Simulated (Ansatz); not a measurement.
C₉H₈, SMILES `CC#Cc1ccccc1`, relaxed with RKS PBE0-D4/def2-TZVP in Ansatz 0.2.0 from a PBE-D4/def2-SVP geometry. The force threshold is 0.005 eV/Å; the program also tests the step.

Charge 0, multiplicity 1.

Start:

```xyz
17

C     1.157   -1.488    3.414
C     0.729   -0.931    2.140
C     0.368   -0.462    1.064
C    -0.058    0.082   -0.187
C     0.651    1.150   -0.794
C     0.227    1.680   -2.018
C    -0.908    1.161   -2.662
C    -1.618    0.102   -2.072
C    -1.201   -0.434   -0.849
H     1.873   -0.815    3.931
H     1.659   -2.469    3.280
H     0.296   -1.648    4.097
H     1.539    1.555   -0.287
H     0.789    2.510   -2.475
H    -1.238    1.580   -3.625
H    -2.509   -0.310   -2.572
H    -1.756   -1.263   -0.384
```

(1) By how much does the energy fall, and how many steps does the optimiser take? (An estimate is asked.)

(2) Which bonds change most? (Best estimate.)

(3) Give the relaxed structure. (Estimate.)

## Answers

(1) Ansatz gave: 11.28 kJ/mol, in 4 steps.

(2) The calculation gave: C2–C3 from 1.228 to 1.205 Å; C4–C5 from 1.418 to 1.398 Å; C4–C9 from 1.418 to 1.398 Å; C1–H11 from 1.111 to 1.093 Å.

(3) Computed: 
```xyz
17

C     1.147   -1.473    3.379
C     0.718   -0.918    2.112
C     0.361   -0.459    1.057
C    -0.062    0.083   -0.189
C     0.641    1.135   -0.783
C     0.225    1.660   -1.994
C    -0.895    1.146   -2.632
C    -1.599    0.102   -2.050
C    -1.189   -0.428   -0.839
H     1.852   -0.805    3.881
H     1.642   -2.438    3.238
H     0.296   -1.627    4.048
H     1.515    1.534   -0.282
H     0.779    2.476   -2.443
H    -1.219    1.559   -3.580
H    -2.475   -0.304   -2.543
H    -1.736   -1.243   -0.381
```
